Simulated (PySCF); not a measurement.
## Working out the ionisation energy of Ne²⁺

Ne²⁺ [He] 2s2 2p4 (3P) → Ne³⁺ [He] 2s2 2p3 (4S). Computed with PySCF 2.14 in dyall-acv3z (15s9p4d2f, 76 functions), with the spin-free X2C one-electron Hamiltonian (Gaussian nucleus). Frozen: nothing; the 5 highest virtual orbitals dropped. Energies in hartree (1 hartree = 27.21139 eV):

| part | Ne²⁺ (lower) | Ne³⁺ (upper) |
| --- | --- | --- |
| UHF | -126.520083 | -124.248629 |
| CCSD correlation | -0.224776 | -0.177262 |
| (T) | -0.001872 | -0.001119 |

**Question.** What does Hartree-Fock give?

**Answer.** (-124.248629) − (-126.520083) = 2.271454 hartree = 61.809 eV.

**Question.** What do CCSD and CCSD(T) give?

**Answer.** The CCSD correlation energies differ by 0.047514 hartree = 1.293 eV and the triples by 0.000753 hartree = 0.020 eV, so CCSD gives 63.102 eV and CCSD(T) 63.122 eV.

A first-order spin-orbit estimate adds 0.038 eV to CCSD(T) (valence and next inner shell), giving 63.160 eV against 63.423 eV (measured; NIST Atomic Spectra Database, ionization energies).

What remains against the reference includes basis incompleteness and higher excitations.
